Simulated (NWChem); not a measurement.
Species: CH6O2Si; SMILES O[SiH](O)C

```xyz
10

Si    -0.1024    -0.0169     0.2562
C     -0.1089    -1.7994    -0.2416
O     -1.5110     0.6517    -0.3287
O      1.2610     0.6652    -0.4141
H     -0.0579     0.1945     1.7401
H     -0.1426    -1.8794    -1.3392
H      0.7988    -2.3105     0.1121
H     -0.9884    -2.3189     0.1671
H     -1.7702     1.5120     0.0107
H      1.5305     1.5293    -0.0929
```
Atoms are numbered in this order, from 1.

Computed with NWChem. Pople sets run with spherical d functions. Geometry: optimised at PBE0/def2-SVP. Vzz is the largest principal value of the second derivative of the potential at the nucleus (NWChem prints the opposite sign); η is the asymmetry. Non-relativistic.

| level | Vzz O4 (a.u.) | η O4 | relative time |
|---|---|---|---|
| Hartree-Fock/def2-SVP | 1.535 | 0.53 | 1 |
| Hartree-Fock/6-31G* | 1.472 | 0.55 | 1 |
| CAM-B3LYP/def2-TZVP | 1.413 | 0.51 | 60 |
| CAM-B3LYP/def2-SVP | 1.457 | 0.52 | 9 |

The last column is a rough cost ratio, cheapest run = 1.
